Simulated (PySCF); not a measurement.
# UHF on Co⁺ (cobalt, charge +1)

Configuration: [Ar] 3d8, high-spin 3F determinant. Calculation: PySCF 2.14, in aug-cc-pVDZ-DK; the spin-free X2C one-electron Hamiltonian (Gaussian nucleus).

* Total energy: -1391.575160 hartree
* One-electron energy: -1924.5341 hartree
* Hartree (Coulomb) energy: 591.6298 hartree
* Exchange energy: -58.6708 hartree
* ⟨S²⟩: 2.0050
* ⟨L²⟩: 12.028
* Sum of ⟨r⟩: 17.28 bohr
* Sum of ⟨r²⟩: 19.71 bohr²
* Langevin diamagnetic susceptibility: -15.6 ×10⁻⁶ cm³/mol

| shell | electrons | mean orbital energy (hartree) | spread (hartree) | rms radius, mean of both spins (bohr) |
| --- | --- | --- | --- | --- |
| 1s α | 1 | -285.86668 | 0 | 0.0648 |
| 1s β | 1 | -285.86543 | 0 | 0.0648 |
| 2s α | 1 | -35.56202 | 0 | 0.276 |
| 2s β | 1 | -35.49918 | 0 | 0.276 |
| 2p α | 3 | -30.33773 | 0 | 0.249 |
| 2p β | 3 | -30.27505 | 0 | 0.249 |
| 3s α | 1 | -4.78912 | 0 | 0.837 |
| 3s β | 1 | -4.60912 | 0 | 0.837 |
| 3p α | 3 | -3.23438 | 0 | 0.899 |
| 3p β | 3 | -3.01731 | 0 | 0.899 |
| 3d α | 5 | -0.76236 | 0.04874 | 1.27 |
| 3d β | 3 | -0.67318 | 0 | 1.27 |

Densities and radii are taken from the X2C orbitals without a picture-change correction, which distorts them close to the nucleus.

Spin-orbit constants ζ (cm⁻¹) from the X2C one-electron operator on these orbitals: bare nucleus, nucleus screened by l(l+1)(2l+1)/3 electrons, and screened by the Breit-Pauli mean field of the electrons.

```
shell   bare  screened nucleus  mean field
   2p  83880             77670       74870
   3p  10060              9311        8912
   3d  870.0             547.8       491.8
```

To first order the Landé constant is A = -245.9 cm⁻¹, so the lowest level has J = 4 and lies 0.0915 eV below the centre of the term. This holds in LS coupling only.
